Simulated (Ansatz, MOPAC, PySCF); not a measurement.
Dimer: HF (SMILES F) (first 2 atoms) with H2 (SMILES [H][H]); geometry from B3LYP-D3(BJ)/def2-TZVP, rigid monomers moved along the line of their centres of mass till H2···H3 is 2.26 Å.
(charge 0, multiplicity 1):
```xyz
4

F      0.069     0.092    -0.127
H      0.109     0.082     0.799
H      0.581     0.077     3.013
H     -0.164     0.039     3.046
```

Monomers are frozen at their geometry in the pair; levels with a basis set take the counterpoise correction. Rows marked so take none.

Correlated levels freeze the cores. CBS: X⁻³ extrapolation of the correlation energy, Hartree–Fock from the larger set. Rows in 6-311+G**, 6-31G* carry no dispersion term and start afresh at each structure (6-31G* with six Cartesian d functions). MP2/6-31G* freezes PySCF's default core. The state that PM6 reach isn't checked.

Codes used: Ansatz (Gaussian basis) for Hartree–Fock, density functionals and correlated methods; MOPAC for PM6 (differences of heats of formation); PySCF for 6-311+G** rows, 6-31G* rows, the dispersion terms. 

| level | interaction energy (kJ/mol) |
|---|---|
| PM6 | -1.3 |
| PBE-D4/def2-TZVPPD | -5.2 |
| BP86/6-31G* (no counterpoise) | -0.7 |
| B3LYP/6-311+G** (no counterpoise) | -3.0 |
| PBE0-D4/def2-TZVPPD | ___ |
| MP2/6-31G* | ___ |
| MP2/aug-cc-pVQZ | -3.8 |
| CCSD(T)/aug-cc-pVTZ | -3.8 |
| CCSD(T)/CBS(aug-cc-pVTZ, aug-cc-pVQZ) | -4.0 |

### Question
What belongs in the gaps?

### Answer

- PBE0-D4/def2-TZVPPD, interaction energy (kJ/mol): -4.6
- MP2/6-31G*, interaction energy (kJ/mol): -0.2

Ansatz is a program for electronic structure.
